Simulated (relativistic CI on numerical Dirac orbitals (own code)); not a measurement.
**Hg LVIII: sensitivity of the levels to the model**

Base calculation: Dirac-Coulomb-Breit CI, KLI orbitals optimised for each configuration, model QED (radiative potential, 1s self-energy scaled to tabulated hydrogen-like ionisation energies), unscaled Slater integrals.

Configurations in the expansion (outside the closed core [Ne]): 3s2 3p6 3d5, 3s2 3p5 3d6, 3s2 3p4 3d7, 3s 3p6 3d6, 3p6 3d7, 3s 3p5 3d7, 3s2 3p6 3d4 4s, 3s2 3p6 3d4 4p, 3s2 3p4 3d6 4s, 3s2 3p5 3d5 4s, 3s2 3p6 3d4 4f, 3s2 3p6 3d3 4s2, 3s 3p6 3d5 4s. Levels of other configurations are missing.

Variants: (1) only the first 3 configurations. Shifts of the energy above 3s2 3p6 3d5 2D_5/2, in eV, for the lowest level and the first level of each name with at least 55 % of one term (blank where a level changes its place among those of its configuration and J or its character, or is not in the variant):

| Level | Base | Δ(1) |
| --- | --- | --- |
| 3s2 3p6 3d5 2D_5/2 | 0.000 | 0.000 |
| 3s2 3p6 3d5 2D_3/2 | 139.262 | -0.036 |
| 3s2 3p6 3d5 4G_9/2 | 202.023 | -0.149 |
| 3s2 3p6 3d5 2I_13/2 | 205.301 | -0.388 |
| 3s2 3p6 3d5 4D_1/2 | 208.016 | +0.088 |
| 3s2 3p6 3d5 2G_7/2 | 218.912 | +0.094 |
| 3s2 3p6 3d5 4F_5/2 | 221.382 | -0.098 |
| 3s2 3p6 3d5 2P_3/2 | 256.240 | +0.243 |
| 3s2 3p5 3d6 4H°_13/2 | 543.216 | -0.122 |
| 3s2 3p5 3d6 4I°_15/2 | 552.474 | -0.398 |

At this charge energies of transitions that change n are usually good to better than 1 %, and those within a shell (Δn = 0) to a few per cent.

Ionisation energy from the two ground configurations alone: base 5779.98 eV. The NIST ASD value (theoretical) is 5780 eV.

LS names give the leading component of a level, which can be under half, so a name can repeat, a term be missing and a line seem to break the LS rules.
